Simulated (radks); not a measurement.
Values are calculated unless marked as measured or tabulated.
Question: The hafnium ion Hf42+, configuration [Ar] 3d10 4s2. Level of theory: Dirac Kohn-Sham, BLYP, spin-unpolarised, spherical densities, finite nucleus; Fermi nuclear charge, rms radius 5.347 fm (a radial shooting solver on a logarithmic mesh with Libxc functionals). Some entries of the table are withheld. Estimate them.

| orbital | occ. | eigenvalue (eV) | <1/r> (bohr^-1) | r(max) (bohr) |
|---|---|---|---|---|
| 1s1/2 | 2 | -67210.61 | 83.78 | 0.01190 |
| 2s1/2 | 2 | -13129.89 | 20.35 | 0.06819 |
| 2p1/2 | 2 | (1) | 20.32 | 0.05084 |
| 2p3/2 | 4 | (2) | 17.26 | 0.05745 |
| 3s1/2 | 2 | -4429.136 | 7.602 | 0.1906 |
| 3p1/2 | 2 | -4216.009 | 7.521 | 0.1785 |
| 3p3/2 | 4 | -3948.680 | 6.738 | 0.1917 |
| 3d3/2 | 4 | -3595.057 | 6.620 | 0.1499 |
| 3d5/2 | 6 | -3535.800 | 6.433 | 0.1535 |
| 4s1/2 | 2 | -2145.518 | 3.704 | 0.4040 |
| 4p1/2 | 0 | -2054.915 | (3) | 0.3992 |
| 4p3/2 | 0 | -1965.993 | (4) | 0.4197 |
| 5s1/2 | 0 | -1274.968 | 2.166 | 0.7144 |

Answer: 
(1) 2p1/2 eigenvalue (eV): -12641.24
(2) 2p3/2 eigenvalue (eV): -11443.95
(3) 4p1/2 <1/r> (bohr^-1): 3.640
(4) 4p3/2 <1/r> (bohr^-1): 3.375
